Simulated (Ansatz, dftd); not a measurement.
Reaction: CH4BCl (SMILES CBCl) → CH3BCl (SMILES [CH2]BCl, doublet) + H (doublet) (the C-H bond breaks)
Each species at its own B3LYP-D3(BJ)/def2-TZVP minimum (Ansatz, a program for electronic structure).

Property: bond dissociation energy (electronic), in kcal/mol. UHF or UKS for unpaired electrons; spin-orbit terms are left out. Correlated methods leave the cores frozen. Rows without X2C or -DK are non-relativistic. CBS(X,Y): correlation extrapolated as X^-3, Hartree-Fock from the larger set. A bracket is a step between two methods taken in the basis named. Functionals run without relativity, which enters their misses. '+ core + X2C': CCSD(T) terms for core correlation (cc-pwCVTZ, 1s frozen past Ne) and scalar relativity (cc-pVTZ-DK). For partners of very few electrons the exact lower level stands in for a higher one.

Compared with CCSD(T)/CBS(cc-pV(T+d)Z,cc-pV(Q+d)Z) + [CCSDT(Q) - CCSD(T)]/cc-pV(D+d)Z + core + X2C (Ansatz): 102.4 kcal/mol.

Costs are rough ratios of core time, to one figure, on one kind of shared machine, summed over the single points of the molecules; atoms, geometries and frequencies are left out. The first row took roughly 20 core seconds; short runs hold start-up time.

```
level                         program  cost relative to the first row  difference (kcal/mol)
---------------------  --------------  ------------------------------  ---------------------
PBE/def2-TZVPD                 Ansatz                               1                   -4.1
r2SCANh-D4/def2-TZVPD  Ansatz + dftd4                               1                   -4.9
wB97X-V/def2-TZVPD             Ansatz                               1                   -1.1
wB97M-V/def2-TZVPD             Ansatz                               2                   -1.1
CCSDT(Q)/cc-pV(D+d)Z           Ansatz                              40                   -5.0
```

The dearest row costs roughly 40 times the first. Costs within a factor of two don't rank. The table holds for this case alone.
